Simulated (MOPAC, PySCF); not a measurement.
CH4O3Si, SMILES `O=C(O)[SiH2]O`, neutral singlet in the gas phase. 

Cartesian coordinates (Å):
SMILES: O=C(O)[SiH2]O
```xyz
9

O      0.8659     1.4083     0.4348
C      0.8104     0.2365     0.1494
O      1.8747    -0.5720     0.2037
Si    -0.8520    -0.5467    -0.4122
O     -1.9013     0.7063    -0.3630
H      2.6329    -0.0414     0.4996
H     -0.7043    -1.0948    -1.7813
H     -1.2329    -1.6278     0.5275
H     -1.4934     1.5315    -0.0787
```
Charge 0, multiplicity 1.

All levels are single points at this geometry (PBE0-D4/def2-TZVP); Pople sets use spherical d functions. Orbital energies aren't observables, and empty levels follow the basis.

| level | HOMO (eV) | LUMO (eV) | gap (eV) | dipole (D) | vertical IE, Delta-SCF (eV) |
|---|---|---|---|---|---|
| PBE0-D4/def2-TZVP in PySCF | -8.18 | -0.86 | 7.32 | 1.60 | 10.46 |
| B3LYP/3-21G in PySCF | -7.48 | -0.35 | 7.13 | 2.09 | – |
| BP86/6-31G* in PySCF | -6.43 | -1.54 | 4.90 | 1.78 | – |
| M06-2X/6-31G* in PySCF | -9.39 | 0.68 | 10.07 | 1.69 | – |
| AM1 in MOPAC | -11.01 | 0.18 | 11.19 | 1.19 | – |
| PM3 in MOPAC | -10.24 | -0.01 | 10.24 | 1.48 | – |
